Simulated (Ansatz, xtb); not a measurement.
**Ranking isomers of CH5FSeSi**

3 gas-phase structures of CH5FSeSi, found in a search over its isomers (lower ones may exist). Each was relaxed with GFN2-xTB; where two conformers were screened, the lower at r2SCAN-D4/def2-SVP is listed:

A. `F[SiH2]C[SeH]`, a singlet
B. `C[Se][SiH2]F`, a singlet
C. `C[Si@@H](F)[SeH]`, a singlet

Q: Make a reasoned guess at their ranking by r2SCAN-D4/def2-SVP single-point energy.

A: Calculated order at r2SCAN-D4/def2-SVP: C (0.000), B (0.727), A (1.238) eV.

Energies above the lowest of each column, in eV; the last columns are at B3LYP-D3(BJ)/def2-SVP geometries and were run for some of them only (a dash: not run or not comparable):

| structure | GFN2-xTB | HF/STO-3G | r2SCAN-D4/def2-SVP | B3LYP-D3(BJ)/def2-SVP | CCSD(T)/def2-SVP + ΔMP2/def2-TZVPP |
| --- | --- | --- | --- | --- | --- |
| C | 0.111 | 0.000 | 0.000 | 0.000 | 0.000 |
| B | 0.000 | 0.472 | 0.727 | 0.598 | 0.576 |
| A | 0.959 | 1.281 | 1.238 | – | – |

CCSD(T)/def2-SVP + ΔMP2/def2-TZVPP puts C lowest of those it was run on; GFN2-xTB picks B. Flexible structures stand in one conformer each, not always the lowest. Frequencies (B3LYP-D3(BJ)/def2-SVP) were run for B, C alone. ΔMP2 is the change of the MP2 energy from the smaller to the larger basis.

Programs: Ansatz 0.2.0, xtb 6.7.1.
